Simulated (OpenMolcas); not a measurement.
Dy2+: moving the ligands

Dy2+ with 7 ligands (oxide) in pentagonal bipyramidal coordination (D5h) at 2.51 Å, the axial distance 2.610 Å. A charge of +1.71 e stands 2.4 Å behind each ligand. Ligand basis ANO-RCC-VDZP.
```
Dy    0.0000    0.0000    0.0000
O     2.5100    0.0000    0.0000
O     0.7756    2.3872    0.0000
O    -2.0306    1.4753    0.0000
O    -2.0306   -1.4753    0.0000
O     0.7756   -2.3872    0.0000
O     0.0000    0.0000    2.6104
O     0.0000    0.0000   -2.6104
```

| Item | Value |
| --- | --- |
| Program | OpenMolcas 26.06 |
| Method | CASSCF |
| Basis | ANO-RCC-VDZP [7s6p4d2f1g] |
| Scalar Hamiltonian | DKH2, point nucleus |
| Active space | 10 electrons in 7 orbitals (4f) |
| State averaging | 2S+1 = 5 even, 35 roots (33 in the spin-orbit step); 2S+1 = 3 even, 106 roots kept (CI in the orbitals of an earlier block); 2S+1 = 1 even, 39 roots kept (CI in the orbitals of an earlier block, 31 in the spin-orbit step) |
| Spin-orbit coupling | state interaction with AMFI integrals over the reference wave functions |

Runs around this geometry, states. Energies in cm-1 above the lowest state or level, χT in cm3 K/mol.

```tsv
R (Å)	Ground state	First state of that spin	First gap with spin-orbit (degeneracies)	Width of lowest J	χT at 300 K
2.4	2S+1 = 5	18.4	9.4 (1, 2)	251	13.893
2.51	2S+1 = 5	17.6	8.8 (1, 2)	237	13.909
2.66	2S+1 = 5	15.8	7.8 (1, 2)	212	13.925
```

Taking the width of the lowest J multiplet as R^-n, n = -ln(212 / 251) / ln(2.66 / 2.4) = 1.6 between the shortest and longest distance.

High states are left out of the spin-orbit mixing, which shifts the levels that they would mix with. The oxide ions are held by bare point charges, a crude embedding. Without dynamic correlation the ligand-field splitting of an f shell can come out too small, at times by half. A group larger than the point group allows holds several states that coincide in this model. No measured value stands beside these numbers; the geometry was imposed, not optimised, and the real ion may take another.

A state without a sure symmetry label is named by its multiplicity alone.
